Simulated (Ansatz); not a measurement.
WNCl3. The state is a singlet with charge 0. Geometry PBE0-D4/def2-SVP, basis def2-TZVP, Ansatz.

| run | HOMO (eV) | LUMO (eV) |
| --- | --- | --- |
| A | -8.05 | -4.26 |
| B | -7.71 | -4.27 |
| C | -9.08 | -3.55 |
| D | -8.55 | -3.97 |
| E | -9.30 | -3.53 |
| F | -7.52 | -4.13 |

In the def2 sets W takes a core potential; there is no spin–orbit coupling.

The runs used BLYP, PBE, PBE0, r2SCAN, r2SCAN0, r2SCANh. Estimate which is which.

A r2SCAN (0 % exact exchange); B PBE (0 % exact exchange); C PBE0 (25 % exact exchange); D r2SCANh (10 % exact exchange); E r2SCAN0 (25 % exact exchange); F BLYP (0 % exact exchange). Exact exchange lowers occupied and raises empty levels; among semilocal functionals meta-GGAs tend to open the gap a little, and such runs are hard to tell apart. The gap grows from 3.39 eV (BLYP) to 5.77 eV (r2SCAN0). The restricted singlet is unstable towards broken spin symmetry in Hartree–Fock (as tested in another run); at r2SCAN-D4/def2-TZVP, PBE0-D4/def2-TZVP, r2SCANh-D4/def2-TZVP, r2SCAN0-D4/def2-TZVP and others this wasn't settled.
